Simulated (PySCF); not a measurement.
Radial density of Br (bromine, neutral)

UHF, [Ar] 3d10 4s2 4p4 5s1, high-spin 4P determinant (an excited configuration). All numbers are calculated (PySCF 2.14, scalar relativity through the core potential, in aug-cc-pVTZ-PP with one added diffuse shell each of s, d, f type with ECP10MDF (7s5p5d3f, 68 functions)). This is the valence pseudo-density: the core potential removes the inner electrons and smooths the orbitals near the nucleus.

```csv
r (bohr),4πr²ρ (e/bohr),4πr²(ρα − ρβ)
0.000576,2.297e-05,0.0000
0.000968,6.483e-05,0.0000
0.00163,0.0001821,0.0000
0.00274,0.0005049,0.0000
0.00461,0.001353,0.0000
0.00775,0.003352,0.0000
0.0130,0.007312,0.0000
0.0219,0.01434,0.0001
0.0369,0.02738,0.0001
0.0620,0.1074,0.0002
0.104,0.8496,0.0003
0.176,5.457,0.0099
0.295,21.62,0.1330
0.497,34.09,0.1646
0.835,12.03,0.1118
1.41,4.564,1.1953
2.36,2.028,0.7579
3.98,0.3234,0.2338
6.69,0.1473,0.1467
11.2,0.01445,0.0144
18.9,1.825e-05,0.0000
```

Energies and moments cover only the electrons outside the core potential. The outer electron is Rydberg-like, and this basis confines it to a smaller radius and binds it less than a complete one would.
